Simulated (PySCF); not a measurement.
Compound: CrOF3 (doublet state).
Bonds: Cr1–O2, Cr1–F3, Cr1–F4, Cr1–F5.

The calculation used PBE0-D3(BJ)/def2-SVP geometry optimisation, gas phase (PySCF 2.14.0).

What internal coordinates does the optimisation give?

```json
{"bond": "Cr1–O2", "length (Å)": "1.513"}
{"bond": "Cr1–F3, Cr1–F4, Cr1–F5", "length (Å)": "1.690"}
```

Bonds in one row agree within 0.01 Å and their mean is given. A selection of angles:
```json
{"angle": "O2–Cr1–F3", "degrees": "119.7"}
{"angle": "O2–Cr1–F4", "degrees": "108.2"}
{"angle": "F3–Cr1–F4", "degrees": "109.4"}
{"angle": "F4–Cr1–F5", "degrees": "101.2"}
```

Cr1 (chromium bonded to 3 F and O) is distorted tetrahedral (angles from 101.2° to 119.7°).

Point group: near C3v, missed by 0.17 Å at most; the miss may be what the optimiser left on a soft mode (Cs holds within 0.08 Å). PBE0-D3(BJ)/def2-SVP frequencies: not computed here. ⟨S²⟩ = 0.771 (exact for a doublet: 0.75).

Caution for open-shell metal species: one SCF solution and one stationary point were followed, and a lower state or a bent or distorted shape isn't ruled out.
